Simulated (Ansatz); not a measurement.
System: sum formula Si2H4F (charge 0, doublet). It need not be the lowest isomer of its formula. 
Geometry from a B3LYP-D3(BJ)/def2-TZVP (Ansatz, a program for electronic structure) optimisation:
```xyz
7

F      1.5659    -0.9339     0.4305
Si     0.8118     0.2504    -0.3742
Si    -1.4969     0.1987     0.0664
H      1.4706     1.5245     0.0329
H     -1.8092     0.3258     1.5123
H     -2.0982     1.3374    -0.6689
H     -2.0654    -1.0703    -0.4425
```
Charge 0, spin multiplicity 2.

Computed values are from Ansatz. Cores are frozen in the correlated levels unless marked. UHF or UKS for open shells. No spin-orbit coupling. No relativistic terms. CBS(X,Y): correlation extrapolated as X^-3; Hartree-Fock from the larger set.

Question: What is the atomisation energy De at CCSD(T)/CBS(aug-cc-pV(T+d)Z,aug-cc-pV(Q+d)Z)?

Answer: 497.3 kcal/mol.

Question: What is the dipole moment at CCSD(T)/aug-cc-pV(D+d)Z?

Answer: 1.27 D.

Question: What is the T1 diagnostic at CCSD/aug-cc-pV(Q+d)Z?

Answer: 0.015.

Question: What is the total energy at CCSD(T)/CBS(aug-cc-pV(T+d)Z,aug-cc-pV(Q+d)Z)?

Answer: -680.3373 Eh.
